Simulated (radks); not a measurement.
Pr V, configuration [Xe] 4f1. Calculated with a radial shooting solver on a logarithmic mesh with Libxc functionals: Dirac Kohn-Sham, PBE, spin-unpolarised, spherical densities, finite nucleus; open shells are shared between the two j in proportion to 2j + 1; Fermi nuclear charge, rms radius 4.8919 fm.

Spin-orbit splittings of the eigenvalues, e(l+1/2) - e(l-1/2), with zeta = 2 splitting/(2l+1) and mean radii in bohr:

| shell | occ. | splitting (eV) | zeta (eV) | <r> j=l-1/2 | <r> j=l+1/2 |
|---|---|---|---|---|---|
| 2p | 6 | 482.1 | 321.4 | 0.08606 | 0.09237 |
| 3p | 6 | 95.48 | 63.66 | 0.2618 | 0.2740 |
| 3d | 10 | 20.56 | 8.225 | 0.2453 | 0.2491 |
| 4p | 6 | 20.87 | 13.91 | 0.6364 | 0.6634 |
| 4d | 10 | 3.719 | 1.488 | 0.7111 | 0.7205 |
| 4f | 1 | ? | ? | 0.9281 | 0.9349 |
| 5p | 6 | 3.493 | 2.329 | 1.565 | 1.630 |

Estimate the 4f splitting.

Answer. 0.4519 eV (zeta = 0.1291 eV).
